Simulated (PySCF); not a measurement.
Gas-phase reaction: WO2F2 + 4 F2 = WF6 + 2 F2O

Computed with PySCF (xtb for GFN2) and rigid-rotor harmonic-oscillator thermochemistry at 1 bar. † marks an energy on the PBE0/def2-TZVP geometry and frequencies; other levels use their own. MP2 and CCSD(T) freeze the core. All species are closed-shell singlets. W: scalar-relativistic def2 core potential, no spin-orbit coupling. WO2F2: computed as isolated molecules; such fragments, hydroxides, amides, oligomers or adducts are transient or little studied in the gas. MP2 isn't extrapolated to the basis-set limit; its ΔH°(298 K) is -633.3 kJ in def2-SVP and -655.5 kJ in def2-TZVPP. CCSD(T) isn't extrapolated to the basis-set limit. The harmonic model lacks anharmonicity and excited electronic states, which grow with temperature; levels with a mode under 35 cm⁻¹ are left out. Warning, large T1 diagnostic: WF6, WO2F2 (CCSD(T)/def2-SVP†). Warning, point group unlike the PBE0 one: WO2F2 (GFN2-xTB).

```tsv
level	ΔE electronic, kJ	ΔH°(298 K), kJ	ΔS°(298 K), J/K	ΔG°(800 K), kJ
CCSD(T)/def2-SVP†	-669	-663	-284	-438
GFN2-xTB	-1243	-1234	-279	-1014
HF/def2-TZVP†	-768	-762	-284	-537
M06-2X/def2-TZVP†	-752	-746	-284	-521
MP2/def2-SVP†	-640	-633	-284	-409
MP2/def2-TZVPP†	-662	-655	-284	-431
PBE/def2-TZVP†	-751	-745	-284	-520
PBE0/def2-TZVP	-755	-749	-284	-524
LDA/def2-TZVP†	-881	-874	-284	-650
ωB97M-V/def2-TZVP†	-766	-759	-284	-535
```
ΔH° is lowest at GFN2-xTB and highest at MP2/def2-SVP†. No reference value is set beside these.
